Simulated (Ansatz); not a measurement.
Computed with Ansatz on PBE0-D4/def2-TZVP structures; ΔE is electronic, products minus reactants. CCSD(T)/CBS adds triple-zeta CCSD(T) − MP2 to the extrapolated MP2 energy (def2 sets, frozen cores). This one scheme is used for every species. Functionals use def2-TZVPP. One conformer a species, not always the lowest.

`O[C]1([AlH2])CC1` + BH₃ → `B[C]1([AlH2])CC1` + H₂O  (formal exchange of groups at a C–O bond)

`O[C]1([AlH2])CC1`:

Cartesian coordinates in Å:
```
O 1.606 0.770 0.172
C 0.373 0.090 0.010
Al 0.401 -1.779 -0.532
C -0.677 0.995 -0.590
C -0.772 0.639 0.849
H 2.059 0.393 0.930
H -0.974 -2.452 -0.962
H 1.758 -2.603 -0.506
H -0.325 1.991 -0.831
H -1.399 0.583 -1.285
H -0.488 1.401 1.565
H -1.561 -0.028 1.180
```

BH₃:

```xyz
4

B     0.000    0.000    0.000
H     0.041    0.254   -1.165
H     0.800    0.481    0.744
H    -0.841   -0.735    0.421
```

`B[C]1([AlH2])CC1`:

```xyz
13

B    -0.484    1.597    0.382
C    -0.010    0.244   -0.137
Al    1.581    0.034   -1.216
C    -0.179   -0.811    1.014
C    -1.051   -0.886   -0.155
H    -1.543    1.678    0.951
H     0.184    2.590    0.282
H     2.032   -1.452   -1.574
H     2.420    1.280   -1.727
H    -0.594   -0.455    1.950
H     0.619   -1.537    1.128
H    -2.087   -0.590   -0.038
H    -0.888   -1.693   -0.861
```

H₂O:

Z-matrix (Å, degrees):
```
O
H 1 0.960
H 1 0.960 2 105.1
```

```json
{"level": "ωB97X-V", "ΔE (kJ/mol)": "-116.1"}
{"level": "PBE0", "ΔE (kJ/mol)": "-126.1"}
{"level": "HF/def2-TZVPP", "ΔE (kJ/mol)": "-106.7"}
{"level": "SCS-MP2/def2-QZVPP", "ΔE (kJ/mol)": "-130.6"}
```

(1) What does CCSD(T)/CBS give? (Best estimate.)

Largest T1 diagnostic among the species: 0.010.

Results:

(1) Ansatz gave: -132.6 kJ/mol. The listed levels differ from it by 16.5, 6.5, 25.9, 2.0 kJ/mol.

In def2-TZVPP, CCSD(T) changes the Hartree–Fock value by −20.7 kJ/mol (the triples alone add −3.1 kJ/mol) and MP2 by −31.3 kJ/mol. The D4 term adds −4.2 kJ/mol with B3LYP and −2.3 kJ/mol with PBE0; it sums over pairs of atoms, weighted by their polarisabilities, and B3LYP, whose exchange is more repulsive, gets the larger term.

B3LYP here is the variant with VWN-RPA as its local correlation; programs differ in this.
